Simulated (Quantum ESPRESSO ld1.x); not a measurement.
Values are calculated unless marked as measured or tabulated.
Question: Coherent X-ray form factor from a spherical all-electron density. Code: ld1.x of Quantum ESPRESSO 7.5. Model: scalar-relativistic Kohn-Sham, LDA (Slater exchange, Perdew-Zunger correlation), spin-polarised, spherical densities, point nucleus.

| sin(theta)/lambda (1/angstrom) | f0 (electrons) |
|---|---|
| 0.05 | 32.906 |
| 0.1 | 32.627 |
| 0.15 | 32.173 |
| 0.2 | 31.561 |
| 0.25 | 30.811 |
| 0.3 | 29.947 |
| 0.4 | 27.981 |
| 0.5 | 25.862 |
| 0.6 | 23.752 |
| 0.8 | 19.936 |
| 1 | 16.797 |
| 1.25 | 13.615 |
| 1.5 | 11.032 |
| 2 | 7.530 |

The species is in the configuration that NIST lists as its ground one. Which atom or ion scatters so?

Answer: The antimony ion Sb18+, [Ar] 3d10 4s2 4p3. Extrapolating in s^2 from the first two rows gives f0(0) = 33.0, near the electron count 33; among species with that count, the fall with angle is slower the higher Z, and the table is that of Z = 51; from so few rows the species is fixed only to a neighbour or two.
